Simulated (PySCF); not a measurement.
An unknown gives this computed stick spectrum. Method: TDDFT PBE0/def2-SVPD, vertical, gas phase, core orbitals frozen in the response in PySCF 2.14.0, density-fitted response routines. Geometries: GFN2-xTB, one conformer each.

```tsv
state	ν̃ (cm⁻¹)	f	main configurations (H = HOMO, L = LUMO)
S1	51500	0.0020	H→L (48%), H→L+4 (26%), H→L+2 (12%)
S2	52890	0.029	H→L+1 (85%)
S3	53810	0.0067	H→L+2 (34%), H→L+4 (31%)
S4	54550	0.0070	H→L (33%), H→L+2 (25%)
S5	55330	0.0035	H→L+4 (15%), H→L+2 (13%), H-1→L+1 (13%)
S6	55650	0.0013	H-1→L+1 (21%), H→L+3 (12%), H→L+5 (11%)
S7	56580	0.011	H-1→L+2 (35%), H-1→L+1 (17%), H-1→L (13%)
S8	57970	0.0095	H-1→L (38%), H-2→L (34%), H-1→L+2 (11%)
```

Triplets computed (Tamm–Dancoff): 5.37, 5.84, 5.88 eV.

Orbital energies (eV): HOMO-3 -8.73, HOMO-2 -8.11, HOMO-1 -7.71, HOMO -7.28, LUMO 0.29, LUMO+1 0.34, LUMO+2 0.44.

**Question.** Which structure fits? All have the formula C5H12Si2.
A. `[Si]([SiH3])(CC#C)(C)C`
B. `C=C[Si@@H]1C[SiH2][C@@H]1C`
C. `C=C[Si@@H]1C[SiH2][C@H]1C`
D. `C=CCC1[SiH2]C[SiH2]1`
E. `CC#C[SiH2]CC[SiH3]`

**Answer.** A. Its S1, at 6.39 eV, is the highest among the candidates; the nearest of the others has S1 at 6.09 eV. S1 is HOMO→LUMO (48%), HOMO→LUMO+4 (26%), HOMO→LUMO+2 (12%). Löwdin shares by element: HOMO carbon 78% or more, silicon 8% or more; LUMO silicon 45%, carbon 13% or more, hydrogen 9% or more (atoms not listed hold the other 34%). At the same level the other candidates give, for their lowest levels:
- `C=CCC1[SiH2]C[SiH2]1`: 6.09 eV (f 0.024); 6.31 eV (f 0.044); 6.70 eV (f 0.032); 6.79 eV (f 0.009); 6.84 eV (f 0.012); T1 4.45 eV; HOMO -7.36, LUMO -0.19 eV
- `C=C[Si@@H]1C[SiH2][C@@H]1C`: 5.41 eV (f 0.027); 5.95 eV (f 0.100); 6.05 eV (f 0.020); 6.46 eV (f 0.010); 6.54 eV (f 0.002); T1 4.11 eV; HOMO -7.32, LUMO -0.79 eV
- `C=C[Si@@H]1C[SiH2][C@H]1C`: 5.34 eV (f 0.014); 5.91 eV (f 0.136); 6.08 eV (f 0.049); 6.44 eV (f 0.006); 6.58 eV (f 0.001); T1 4.08 eV; HOMO -7.31, LUMO -0.80 eV
- `CC#C[SiH2]CC[SiH3]`: 6.05 eV (f 0.000); 6.26 eV (f 0.012); 6.29 eV (f 0.001); 6.84 eV (f 0.031); 7.03 eV (f 0.028); T1 5.00 eV; HOMO -7.49, LUMO 0.12 eV

Shape of the structure used: `[CH:1]#[C:2][CH2:3][Si:4]([CH3:5])([CH3:6])[SiH3:7]`: C2–C3–Si4–C5 -64°.
